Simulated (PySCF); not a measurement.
## Computed properties of AlOCl, SMILES [O]=[Al][Cl]

AlOCl, SMILES [O]=[Al][Cl]. Geometry optimised at B3LYP-D3(BJ)/def2-TZVP. One conformer was computed; it need not be the lowest. All values are computed for the isolated molecule unless a solvent is named; none is compared with measurement here.

**Structure.** The optimised structure has C∞v symmetry. All 4 harmonic modes at B3LYP-D3(BJ)/def2-TZVP (PySCF) are real, so it is a minimum. With heavy atoms numbered as in [Al:1](=[O:2])[Cl:3], the shortest bond between them is Al1–O2 at 1.597 Å and the longest Al1–Cl3 at 2.067 Å.

**Vibrations.** The strongest infrared lines (harmonic, unscaled, degenerate partners summed) lie at 175 cm⁻¹ (137 km/mol, Al 59 %, O 32 %, Cl 9 %), 1122 cm⁻¹ (90 km/mol, O 54 %, Al 45 %), 483 cm⁻¹ (27 km/mol, Cl 54 %, O 25 %, Al 21 %). The softest mode is at 175 cm⁻¹ and the zero-point energy is 2.8 kcal/mol.

**Electronic structure.** M06-2X/def2-TZVPD (PySCF) places the frontier levels at -9.48 and -2.08 eV, a gap of 7.40 eV, and gives a dipole moment of 4.29 D and a mean polarisability of 42.8 bohr³. PBE/def2-TZVPD (PySCF) at the same geometry gives -6.61 and -3.56 eV, so its gap is 4.35 eV narrower. An orbital gap is neither the optical nor the fundamental gap.

**Excitations.** TDA-B3LYP/def2-TZVPD (PySCF) has S1 at 3.40 eV (364 nm, f = 0.056, bright); the most intense of the 10 singlets computed lies at 6.68 eV (f = 0.09). Strengths of degenerate partners are summed. T1 (TDA) is at 2.87 eV, 0.53 eV under S1. TDA-PBE/def2-TZVPD (PySCF) puts S1 at 3.26 eV. No vertical singlet excitation falls in the visible range (under 3.1 eV).
